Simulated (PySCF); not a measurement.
HCl₂OTi (SMILES [OH][Ti+]([Cl])[Cl]), charge +1, singlet, at a GFN2-xTB geometry (such geometries of metal compounds can be far from the true shape) (the multiplicity is a formal guess); DF-BLYP/STO-3G (PySCF).

Here is a job for PySCF.
```python
from pyscf import gto, scf, dft

mol = gto.Mole()
mol.atom = '''
    Ti    0.12390598    0.11494892    0.56608490
    Cl   -1.28243410   -1.29189440   -0.14479010
    Cl    0.22989792    1.49208641   -1.03198747
    O     1.59064046   -0.61057994    0.82154334
    H     2.44206012   -1.04750071    0.97900448
'''
mol.basis = 'sto-3g'
mol.charge = 1
mol.verbose = 4
mol.build()

mf = dft.RKS(mol)
mf.xc = 'blyp'
mf = mf.density_fit(auxbasis='def2-universal-jkfit')
mf.kernel()
```

The log (banner, timings and long lists left out):

```
PySCF version 2.14.0

[INPUT] verbose = 4
[INPUT] num. atoms = 5
[INPUT] num. electrons = 64
[INPUT] charge = 1
[INPUT] spin (= nelec alpha-beta = 2S) = 0
[INPUT] symmetry False subgroup None
[INPUT] Mole.unit = angstrom
[INPUT] Symbol           X                Y                Z      unit          X                Y                Z       unit  Magmom
[INPUT]  1 Ti     0.123905980000   0.114948920000   0.566084900000 AA    0.234148367396   0.217221977115   1.069745424252 Bohr   0.0
[INPUT]  2 Cl    -1.282434100000  -1.291894400000  -0.144790100000 AA   -2.423449221803  -2.441326597859  -0.273613634548 Bohr   0.0
[INPUT]  3 Cl     0.229897920000   1.492086410000  -1.031987470000 AA    0.434444105407   2.819634669085  -1.950173682283 Bohr   0.0
[INPUT]  4 O      1.590640460000  -0.610579940000   0.821543340000 AA    3.005874832052  -1.153828863753   1.552491912060 Bohr   0.0
[INPUT]  5 H      2.442060120000  -1.047500710000   0.979004480000 AA    4.614824806522  -1.979489457187   1.850050341922 Bohr   0.0

nuclear repulsion = 349.765711996021
number of shells = 22
number of NR pGTOs = 126
number of NR cGTOs = 42
basis = sto-3g
ecp = {}

******** <class 'pyscf.df.df_jk.DFRKS'> ********
method = DFRKS
initial guess = minao
damping factor = 0
level_shift factor = 0
DIIS = <class 'pyscf.scf.diis.CDIIS'>
diis_start_cycle = 1
diis_space = 8
diis_damp = 0
SCF conv_tol = 1e-09
SCF conv_tol_grad = None
SCF max_cycles = 50
direct_scf = False
XC library pyscf.dft.libxc version 7.1.2
    S. Lehtola, C. Steigemann, M. J. T. Oliveira, and M. A. L. Marques,  SoftwareX 7, 1–5 (2018)
XC functionals = blyp
    A. D. Becke,  Phys. Rev. A 38, 3098 (1988)
    C. Lee, W. Yang, and R. G. Parr,  Phys. Rev. B 37, 785 (1988)
    B. Miehlich, A. Savin, H. Stoll, and H. Preuss,  Chem. Phys. Lett. 157, 200 (1989)
radial grids:
    Treutler-Ahlrichs [JCP 102, 346 (1995); DOI:10.1063/1.469408] (M4) radial grids

becke partition: Becke, JCP 88, 2547 (1988); DOI:10.1063/1.454033
pruning grids: <function nwchem_prune>
grids dens level: 3
symmetrized grids: False
atomic radii adjust function: <function treutler_atomic_radii_adjust>
small_rho_cutoff = 0
Set gradient conv threshold to 3.16228e-05
Initial guess from minao.
tot grids = 82560
init E= -1824.97145802976
  HOMO = -0.476014163647162  LUMO = -0.210554981451659  gap/eV = 7.22351
cycle= 1 E= -1825.49044469006  delta_E= -0.519  |g|= 0.817  |ddm|= 3.35
  HOMO = -0.42164550999522  LUMO = -0.348165892370996  gap/eV = 1.99948
cycle= 2 E= -1817.74006664664  delta_E= 7.75  |g|= 5.02  |ddm|= 5.81
  HOMO = -0.412598492424598  LUMO = -0.267210081759407  gap/eV = 3.95622
cycle= 3 E= -1825.71027436773  delta_E= -7.97  |g|= 0.325  |ddm|= 5.11
  HOMO = -0.409834053362755  LUMO = -0.309662378135261  gap/eV = 2.72581
cycle= 4 E= -1825.72089995802  delta_E= -0.0106  |g|= 0.222  |ddm|= 0.671
  HOMO = -0.421948081142929  LUMO = -0.308678676742218  gap/eV = 3.08222
cycle= 5 E= -1825.73990817607  delta_E= -0.019  |g|= 0.0523  |ddm|= 0.347
  HOMO = -0.421787841571082  LUMO = -0.305285370569878  gap/eV = 3.17019
cycle= 6 E= -1825.74065908315  delta_E= -0.000751  |g|= 0.0163  |ddm|= 0.0437
  HOMO = -0.422943042415711  LUMO = -0.30388314471139  gap/eV = 3.23978
cycle= 7 E= -1825.74074515432  delta_E= -8.61e-05  |g|= 0.00137  |ddm|= 0.0201
  HOMO = -0.422900044970066  LUMO = -0.303783918348955  gap/eV = 3.24131
cycle= 8 E= -1825.7407456289  delta_E= -4.75e-07  |g|= 0.000451  |ddm|= 0.00238
  HOMO = -0.422900477984868  LUMO = -0.30378800576092  gap/eV = 3.24122
cycle= 9 E= -1825.74074574123  delta_E= -1.12e-07  |g|= 0.000104  |ddm|= 0.00108
  HOMO = -0.422903315897104  LUMO = -0.303793172032111  gap/eV = 3.24115
cycle= 10 E= -1825.74074574484  delta_E= -3.61e-09  |g|= 7e-06  |ddm|= 0.000132
  HOMO = -0.422903016953481  LUMO = -0.303793606139555  gap/eV = 3.24113
cycle= 11 E= -1825.74074574485  delta_E= -1.14e-11  |g|= 4.69e-07  |ddm|= 7.96e-06
  HOMO = -0.422903022747022  LUMO = -0.303793692592369  gap/eV = 3.24113
Extra cycle  E= -1825.74074574485  delta_E=    0  |g|= 1.33e-06  |ddm|= 1.93e-06
converged SCF energy = -1825.74074574485
```
